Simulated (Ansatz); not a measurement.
Bi (SMILES [Bi]), quartet (core potentials on Bi); R2SCAN/def2-SVP (Ansatz, a first-principles code).

Input for Ansatz:
Ansatz 0.2 input:
```yaml
crystal:
  periodic: [false, false, false]
  atoms:
    - {symbol: Bi, position_ang: [0.00000000, 0.00000000, 0.00000000]}
basis:
  gaussian:
    orbitals: def2-SVP
    final_grid: {core_spheres: 10, valence_spheres: 20, degree: 41}
hamiltonian:
  xc: r2scan
magnetization: {spin_polarized: true, initial_magnetization: 3}
```

### Question
Write the output that Ansatz gives for this input, abridged.

### Answer

```
Functional definition: r2SCAN
276 factors; their error is unknown
mean field evaluation 1: about -5842.6176 eV, gradient 2.7e0 eV
mean field evaluation 2: about -5842.6605 eV, gradient 1.8e0 eV
mean field evaluation 4: about -5842.6752 eV, gradient 2.4e-2 eV
mean field evaluation 8: about -5842.6554 eV, gradient 3.0e-5 eV
mean field -5842.65542481 eV, -214.7136265676 hartree, gradient 3.0e-5 eV, S^2 3.754275; 0 other end points of the search recorded, 0 dependent functions left out
reference -5842.65543252 eV, -214.7136268510 hartree; 13, 10 occupied and 13, 16 virtual orbitals, 276 factors
Total energy: -5842.65543252 eV, -214.7136268510 hartree
```
